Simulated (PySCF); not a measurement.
**How methods differ on the ionisation energy of Si⁺**

Si⁺ [Ne] 3s2 3p1 (2P) → Si²⁺ [Ne] 3s2 (1S), as a difference of total energies. All numbers are calculated (PySCF 2.14, no relativity, point nucleus, in aug-cc-pwCVTZ (8s7p5d3f, 75 functions)). Correlated levels: valence: [Ne] frozen; valence and next inner shell: 1s2 frozen; nothing frozen. The calculations carry no spin-orbit coupling.

| method | ionisation energy (eV) |
| --- | --- |
| UHF | 15.830 |
| LDA | 16.356 |
| PBE | 16.401 |
| PBE0 | 16.425 |
| r2SCAN | 16.519 |
| B3LYP | 16.392 |
| BLYP | 16.232 |
| M06 | 16.157 |
| TPSSh | 16.521 |
| MP2 (valence) | 16.098 |
| SCS-MP2 (valence) | 16.087 |
| MP2 (valence and next inner shell) | 16.110 |
| SCS-MP2 (valence and next inner shell) | 16.098 |
| MP2 (all electrons) | 16.113 |
| SCS-MP2 (all electrons) | 16.099 |

**Question.** How much does correlation contribute at MP2 (all electrons)?

**Answer.** 16.113 − (15.830) = 0.283 eV, measured against UHF.

A first-order spin-orbit estimate (lowest level to lowest level, LS coupling) adds 0.020 eV.

Errors of the correlated levels include the incompleteness of this basis and the frozen core.

For comparison: 16.346 eV (measured; NIST Atomic Spectra Database, ionization energies).
